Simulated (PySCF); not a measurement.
## Does the structure fit the spectrum?

A compound C$_{5}$H$_{10}$O$_{2}$Si gives the data below (simulated from a calculation) and was assigned the structure `C=C[C@@H]1CC[Si]1(O)O`.

$^{13}$C{$^{1}$H} NMR (computed): δ 168.1 (C), 91.7 (CH2), 74.3 (CH), 30.6 (CH2), 6.1 (CH2).

$^{1}$H NMR (500 MHz, computed): δ 5.31 (m, 1H), 4.92 (m, 1H), 4.38 (br s, 1H), 4.37 (m, 1H), 4.22 (br s, 1H), 2.56 (m, 1H), 1.79 (m, 1H), 1.18 (m, 1H), 0.91 (m, 1H), 0.87 (br s, 1H).

- GFN2-xTB structure
- shieldings: GIAO PBE0/pcSseg-1
- run in PySCF
- one conformer, isolated molecule, relativity neglected

δ = σ(ref) − σ, references computed at the same level: TMS for $^{1}$H, $^{13}$C.

Task: Compare with the shifts computed for the proposed structure, pairing carbons in order of shift.

Result: Numbering as in the mapped SMILES `[CH2:1]=[CH:2][C@@H:3]1[CH2:4][CH2:5][Si:6]1([OH:7])[OH:8]` (H(Xn): hydrogen on atom n).

| atom | computed for proposal | given list | difference |
| --- | --- | --- | --- |
| C2 | 149.0 | 168.1 | -19.1 |
| C1 | 114.4 | 91.7 | +22.7 |
| C3 | 57.9 | 74.3 | -16.4 |
| C5 | 29.1 | 30.6 | -1.5 |
| C4 | 20.4 | 6.1 | +14.3 |

The rms difference is 16.5 ppm and the largest +22.7 ppm at C1 (terminal =CH2 carbon). The carbon types in order of shift don't match either: CH, CH2, CH, CH2, CH2 for the proposal against C, CH2, CH, CH2, CH2 in the data. The proposal doesn't fit.

Task: Which isomer fits?

Result: SMILES [SiH2]1OC(=C)[C@H](O)CC1.

1. Carbon types of the structure: 1 × C, 1 × CH, 3 × CH2, leaving 3 H on heteroatoms.
2. δC 168.1: alkene carbon bearing oxygen; an sp2 carbon further deshielded by the attached heteroatom.
3. δC 91.7: β carbon of an enol-ether or enamine type C=C; the O or N lone pair pushes π density onto this β carbon and shields it.
4. δC 74.3: allylic sp3 CH bonded to O; the inductive effect lowers its shielding.
5. δC 6.1: sp3 CH2 bonded to Si; an electropositive neighbour leaves it electron-rich and shielded.

The shifts were computed for this structure.

OH/NH shifts are gas-phase values; hydrogen bonding in solution moves them, usually downfield. Shifts are as computed. Against solution values, carbons near 30 ppm lie about +3 ppm off and those near 130 ppm about +5 ppm. Of 1211 compounds with measured shifts, 218 miss one by over three times the rms of a fit or turn the order of signals round; such compounds aren't used in these exercises. No couplings were computed; multiplicities are counted from neighbouring protons, with m where these are inequivalent, close in shift, in a saturated or five-membered ring or joined by F or P, and br s for small geminal =CH2 splittings.
